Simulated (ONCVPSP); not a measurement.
## Transferability test, ONCV potential for Cl (Z = 17)

Cl (Z = 17), optimised norm-conserving Vanderbilt (ONCV), made with ONCVPSP 4.0.1 (PBE, scalar-relativistic). Core [Ne], reference 3s1 3p6. Waves: 3s: rc 1.40 bohr, ncon 3, nbas 7, qcut 4.7 1/bohr, 2 projectors, debl 2.5 Ha; 3p: rc 1.30 bohr, ncon 4, nbas 8, qcut 7.7 1/bohr, 2 projectors, debl 1.4 Ha. Local part: polynomial inside 1.20 bohr (lpopt 5, dvloc0 0 Ha). Core correction: Teter function fitted to the true core (icmod 2), fcfact 0.45.

Energies are relative to the spin-unpolarised reference configuration 3s1 3p6; without spin polarisation the order of configurations can differ from experiment.

```json
{"valence configuration": "3s2 3p5", "charge": "0", "ΔE all-electron (eV)": "-12.153", "error AE − PS (meV)": "-10.0"}
{"valence configuration": "3s2 3p4", "charge": "+1", "ΔE all-electron (eV)": "1.722", "error AE − PS (meV)": "-6.2"}
{"valence configuration": "3s2 3p3", "charge": "+2", "ΔE all-electron (eV)": "27.169", "error AE − PS (meV)": "+17"}
```

Problem. What are ΔE and the potential's error for 3s2 3p4.5?

Solution. ΔE = -6.571 eV all-electron; the error (AE − PS) is -9.4 meV.
